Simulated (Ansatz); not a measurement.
## Ansatz (development build ahead of 0.2.0) run

```yaml
crystal:
  periodic: [false, false, false]
  atoms:
    - { symbol: C, position_ang: [1.4, 0.0, 0.0] }
    - { symbol: C, position_ang: [0.7, 1.21244, 0.0] }
    - { symbol: C, position_ang: [-0.7, 1.21244, 0.0] }
    - { symbol: C, position_ang: [-1.4, 0.0, 0.0] }
    - { symbol: C, position_ang: [-0.7, -1.21244, 0.0] }
    - { symbol: C, position_ang: [0.7, -1.21244, 0.0] }
    - { symbol: C, position_ang: [2.8, 0.0, 0.0] }
    - { symbol: H, position_ang: [3.4, 0.9, 0.0] }
    - { symbol: H, position_ang: [1.2425, 2.15207, 0.0] }
    - { symbol: H, position_ang: [-1.2425, 2.15207, 0.0] }
    - { symbol: H, position_ang: [-2.485, 0.0, 0.0] }
    - { symbol: H, position_ang: [-1.2425, -2.15207, 0.0] }
    - { symbol: H, position_ang: [1.2425, -2.15207, 0.0] }
basis:
  gaussian: { orbitals: def2-SVP }
magnetization:
  spin_polarized: true
hamiltonian:
  xc: pbe0
```

The input is written out in the form of the current development build from the run's settings.

The run gave:

```yaml
Converged: yes
Total_energy: -269.69800 hartree
Spin_squared_of_the_determinant: 0.795
Stability_test: minimum
```

Caution: another spin multiplicity may lie lower; the unrestricted determinant is spin contaminated.
